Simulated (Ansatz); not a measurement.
Reaction (formal exchange of groups at a B–C bond): `CB(N)[SiH3]` + ethylene → `C=CB(N)[SiH3]` + CH₄

Computed with Ansatz on PBE0-D4/def2-TZVP structures; ΔE is electronic, products minus reactants. CCSD(T)/CBS is the MP2 limit (def2-TZVPP, def2-QZVPP) plus CCSD(T) − MP2 in def2-TZVPP, frozen cores. This one scheme is used for every species. Functionals use def2-TZVPP. B3LYP here is the variant with VWN-RPA as its local correlation; programs differ in this. One conformer a species, not always the lowest.

```tsv
level	ΔE (eV)
PBE0-D4	-0.16
B3LYP-D4	-0.18
B2PLYP	-0.16
PBE	-0.16
PBE0	-0.14
B3LYP	-0.15
MP2/def2-TZVPP	-0.19
HF/def2-QZVPP	-0.11
```

(1) What does CCSD(T)/CBS give? (Best estimate.)

Largest T1 diagnostic among the species: 0.013.

Answers

(1) Computed: -0.15 eV. The listed levels differ from it by -0.01, -0.03, -0.01, -0.01, 0.01, 0.00, -0.04, 0.04 eV.

The D4 term adds −0.04 eV with B3LYP and −0.02 eV with PBE0; it sums over pairs of atoms, weighted by their polarisabilities, and B3LYP, whose exchange is more repulsive, gets the larger term. In def2-TZVPP, CCSD(T) changes the Hartree–Fock value by −0.05 eV (the triples alone add −0.02 eV) and MP2 by −0.08 eV.
